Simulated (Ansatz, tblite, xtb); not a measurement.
**GeH2Br2 (SMILES [Br][GeH2][Br]): methods side by side**

GeH2Br2: 5 atoms, total charge 0, spin state singlet. As SMILES, `[Br][GeH2][Br]`. Geometry: relaxed at PBE0-D4/def2-TZVP.

Each level gives the dipole moment (D). The values are calculated.

```csv
level,kind,program,value (D),CPU time
GFN2-xTB,semi-empirical,tblite,4.62,under 2 s
IPEA1-xTB,semi-empirical,tblite,2.21,under 2 s
GFN1-xTB,semi-empirical,tblite,2.12,under 2 s
GFN0-xTB,semi-empirical,xtb,1.31,under 2 s
HF/STO-3G,Hartree–Fock,Ansatz,2.38,5.8 s
HF/3-21G,Hartree–Fock,Ansatz,2.66,7.1 s
HF/def2-SVP,Hartree–Fock,Ansatz,2.01,19 s
r2SCAN/cc-pVTZ,meta-GGA,Ansatz,1.71,85 s
B3LYP/cc-pVDZ,global hybrid,Ansatz,1.73,40 s
B3LYP/6-31G* (spherical functions),global hybrid,Ansatz,1.92,36 s
```

All-electron rows without a relativistic Hamiltonian named are non-relativistic. The values span 1.31 to 4.62 D. Sets without polarisation functions give poor dipoles. Without the sets that lack polarisation functions the rows with a basis span only 1.71 to 2.01 D. CPU times are rough (shared hosts, several kinds of processor): they show what a rung costs within a factor of a few.
